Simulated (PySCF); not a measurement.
# Ions at one geometry of [Pb(H2O)3]2+

PySCF 2.14.0, RKS PBE0, Pb def2-SVP with ECP60, O def2-SVP, H def2-SVP; non-relativistic Hamiltonian with scalar-relativistic core potentials where named; density fitting; no spin-orbit coupling; singlets restricted, open shells unrestricted. The geometry is relaxed for charge +2, singlet, vacuum:

```xyz
10

Pb    0.0000    0.0000    0.0000
O     2.4628    0.0000    0.0000
H     3.0553    0.6475    0.4211
H     3.0553   -0.6474   -0.4211
O    -1.2314    2.1329    0.0000
H    -2.0884    2.3222    0.4211
H    -0.9670    2.9697   -0.4211
O    -1.2314   -2.1329    0.0000
H    -0.9669   -2.9697    0.4211
H    -2.0883   -2.3223   -0.4211
```

Energies count from the relaxed state; an electron taken off or put on is at rest in vacuum. Charges and spins are Mulliken's.

```csv
state,energy (eV),spin squared,charge on Pb1 (e),spin on Pb1 (e),dipole about the centre of mass (D)
"charge +2, singlet, vacuum",0.00,0.00,1.38,0.00,0.00
"charge +3, doublet, vacuum",21.00,0.76,1.53,-0.03,0.14
```

Question: What does the state charge +1, doublet, vacuum give?

Answer: energy (eV) -10.17, spin squared 0.75, charge on Pb1 (e) 0.55, spin on Pb1 (e) 0.99, dipole about the centre of mass (D) 0.00.

With an electron taken off (doublet) the charges change, summed by element, by Pb +0.14 e, O +0.55 e, H +0.31 e. The vertical ionisation energy is 21.00 eV, against −ε(HOMO) = 18.94 eV of the relaxed state. The level lies 2.1 eV too high, as is usual for semilocal functionals and global hybrids, which keep a self-interaction error.

With an electron put on (doublet) the charges change, summed by element, by Pb -0.83 e, O +0.07 e, H -0.23 e. The vertical electron affinity is 10.17 eV, against −ε(LUMO) = 12.25 eV of the relaxed state.

Open shells may have lower solutions than those found.

A frequency check found unstable modes (3, the lowest at -57 cm⁻¹), so the relaxed geometry is probably a saddle point.
